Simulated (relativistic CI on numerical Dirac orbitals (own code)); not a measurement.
Line list: Electric-dipole lines, Hg XIII

These numbers are calculated, not measured: Dirac-Coulomb-Breit CI, separate exchange-only KLI orbitals for each configuration, a model potential for QED, unscaled Slater integrals (own radial code, finite nucleus).

Configurations in the expansion (outside the closed core [Kr] 4d10): 4f¹⁴5s²5p⁶, 4f¹⁴5s²5p⁵5d, 4f¹⁴5s5p⁶5d, 4f¹⁴5s²5p⁵5f, 4f¹⁴5s²5p⁵5g, 4f¹⁴5s²5p⁵6s, 4f¹³5s²5p⁶5d, 4f¹⁴5s5p⁶5f, 4f¹⁴5s²5p⁵6p, 4f¹⁴5s5p⁶5g, 4f¹⁴5p⁶5d², 4f¹⁴5p⁵5d³, 4f¹⁴5p⁵5d²5f, 4f¹⁴5p⁵5d²5g, 4f¹⁴5p⁵5d²6s, 4f¹³5p⁶5d³. Double excitations out of closed p, d and f shells are left out; levels of such configurations are missing from the list, as are those of other unlisted configurations, and high levels can miss mixing partners. These lack a partner that the ground configuration has and come out too high: 4f¹⁴5s²5p⁵6p.

```
λ vac (nm)                   Lower                   Upper   A (s⁻¹)  E lower (cm⁻¹)  E upper (cm⁻¹)
    10.103      4f¹⁴5s²5p⁶ ¹S0 [1]  4f¹³5s²5p⁶5d ¹P°1 [32]  3.68e+11               0          989785
    13.424      4f¹⁴5s²5p⁶ ¹S0 [1]  4f¹⁴5s²5p⁵5d ¹P°1 [13]  6.81e+11               0          744958
    15.672   4f¹⁴5s²5p⁵5d ³P°0 [2]   4f¹⁴5s²5p⁵5f ³D1 [53]  1.75e+11          468402         1106481
    15.965   4f¹⁴5s²5p⁵5d ³P°1 [3]   4f¹⁴5s²5p⁵5f ³D1 [53]  2.12e+11          480126         1106481
    15.995   4f¹⁴5s²5p⁵5d ³P°1 [3]   4f¹⁴5s²5p⁵5f ³F2 [52]  9.84e+10          480126         1105315
    16.755  4f¹⁴5s²5p⁵5d ³F°2 [10]   4f¹⁴5s²5p⁵5f ³G3 [60]  2.08e+11          664147         1260984
    16.810   4f¹⁴5s²5p⁵5d ¹D°2 [7]    4f¹⁴5s5p⁶5d ³D3 [54]  1.41e+11          517286         1112168
    16.817   4f¹⁴5s²5p⁵5d ³D°2 [5]   4f¹⁴5s²5p⁵5f ¹F3 [50]  1.08e+11          497859         1092497
    16.978   4f¹⁴5s²5p⁵5d ³F°3 [4]   4f¹⁴5s²5p⁵5f ³G4 [48]  1.96e+11          494071         1083057
    17.134      4f¹⁴5s²5p⁶ ¹S0 [1]   4f¹⁴5s²5p⁵5d ³D°1 [9]  1.40e+11               0          583627
    17.317  4f¹⁴5s²5p⁵5d ³D°2 [11]   4f¹⁴5s²5p⁵5f ³D3 [62]  2.32e+11          693729         1271183
    17.356   4f¹⁴5s²5p⁵5d ³D°3 [8]    4f¹⁴5s5p⁶5d ³D3 [54]  9.80e+10          535982         1112168
    17.464   4f¹⁴5s²5p⁵5d ³F°4 [6]   4f¹⁴5s²5p⁵5f ³G5 [46]  2.03e+11          507992         1080602
    17.637  4f¹⁴5s²5p⁵5d ¹F°3 [12]   4f¹⁴5s²5p⁵5f ³G4 [61]  2.01e+11          700807         1267806
    17.792   4f¹⁴5s²5p⁵5d ³D°3 [8]   4f¹⁴5s²5p⁵5f ³F4 [51]  1.80e+11          535982         1098026
    18.296   4f¹⁴5s²5p⁵5d ³F°4 [6]   4f¹⁴5s²5p⁵6p ³D3 [43]  8.16e+10          507992         1054561
    18.630   4f¹⁴5s²5p⁵5d ³D°1 [9]   4f¹⁴5s²5p⁵5f ¹D2 [55]  1.28e+11          583627         1120409
    27.143   4f¹⁴5s²5p⁵5f ³G5 [46]  4f¹⁴5s²5p⁵5g ³H°6 [66]  9.55e+10         1080602         1449022
    27.146   4f¹⁴5s²5p⁵5f ³G4 [48]  4f¹⁴5s²5p⁵5g ³H°5 [67]  8.98e+10         1083057         1451432
    27.725   4f¹⁴5s²5p⁵5f ³F4 [51]  4f¹⁴5s²5p⁵5g ³G°5 [71]  8.46e+10         1098026         1458709
```

Terms are leading LS components. Brackets give the number of a level in order of energy, since labels repeat. The list gives strong lines, with weight on those to low levels, without lines whose two gauges differ by over a factor of 2.5, among the lowest 92 of 1488 levels, so that lines to higher ones, which can be the strongest, are missing. Levels whose partners in the same complex of configurations lie outside the list can be far off, and so can their lines. Rates are taken at the computed energies, electric ones in the length gauge.

At this charge energies of transitions that change n are usually good to better than 1 %, and those within a shell (Δn = 0) to a few per cent. Levels and lines within the n = 5 or 6 shells can be off by up to 10 % or somewhat more, and those that change n by about 2 %, since core polarisation is missing.

LS names give the leading component of a level, which can be under half, so a name can repeat, a term be missing and a line seem to break the LS rules.
